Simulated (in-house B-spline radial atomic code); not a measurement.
# The niobium ion Nb³⁺: [Ar] 3d(4 up, 5 down) 4s2 4p6 4d(2 up, 1 down) (an excited or competing configuration)

Method: non-relativistic HSE06, spin-polarised, spherical fractional occupations, point nucleus. Calculated with an all-electron radial atomic-structure program (B-spline basis).

Z_r = [3n² - l(l+1)]/(2<r>); Z_e = n√(-2ε); the last column is Slater's effective charge. Values are occupation-weighted means over spin.

```csv
shell,electrons,ε (eV),<r> (bohr),Z_r,Z_e,Slater
1s,2,-18492,0.0372,40.32,36.87,40.70
2s,2,-2615.2,0.1628,36.87,27.73,36.85
2p,6,-2405.7,0.1397,35.78,26.59,36.85
3s,2,-484.12,0.4501,29.99,17.90,29.75
3p,6,-404.02,0.4452,28.07,16.35,29.75
3d,9,-258.34,0.4234,24.80,13.07,20.20
4s,2,-94.845,1.143,21.00,10.56,14.10
4p,6,-70.852,1.239,18.56,9.13,14.10
4d,3,-33.168,1.615,13.00,6.25,5.30
```

The least bound orbital is 4d down at -32.37 eV, and it is also the most diffuse (<r> = 1.619 bohr). The part-filled 3d shell lies below the filled 4p shell in orbital energy.

Caution: exact exchange at fractional occupations of open shells leaves self-interaction of up to several eV.
